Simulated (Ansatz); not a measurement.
C2H7FSi can be A, `CC(F)[SiH3]`, or B, `FCC[SiH3]`.

Gas-phase electronic energies from Ansatz, PBE0-D4/def2-TZVP geometries. CCSD(T)/CBS adds triple-zeta CCSD(T) − MP2 to the extrapolated MP2 energy (def2 sets, frozen cores). Functionals use def2-TZVPP. B3LYP here is the variant with VWN-RPA as its local correlation; programs differ in this. Each species was taken in one conformer, which may not be the lowest.

Which isomer does CCSD(T)/CBS put lower? Give the gap. (Estimate.)

The calculation gave: B, by 14.3 kJ/mol.

Give E(B) − E(A) in kJ/mol with PBE-D4, BLYP-D4, LDA (SPW92), HF/def2-TZVPP, MP2/def2-TZVPP, B3LYP, ωB97M-V. (Best estimate.)

The calculation gave: PBE-D4 -11.3, BLYP-D4 -9.7, LDA (SPW92) -11.6, HF/def2-TZVPP -17.7, MP2/def2-TZVPP -17.2, B3LYP -12.3, ωB97M-V -13.9. None reverses the order clearly.

Does the order hold for the free energy at 298.15 K (harmonic terms from PBE0-D4)? (Best estimate.)

Ansatz gave: Yes: G(B) − G(A) = -12.9 kJ/mol, for one conformer each.

Largest T1 diagnostic: 0.011.

From BLYP to BHLYP (50 % exact exchange), in def2-TZVPP and without D4, E(B) − E(A) moves by −5.1 kJ/mol. Leaving LDA and LC-ωPBE aside and taking each functional with its dispersion term where it has one, the values, not all of them listed here, spread over 7.0 kJ/mol, from PBE-QIDH to BLYP-D4.
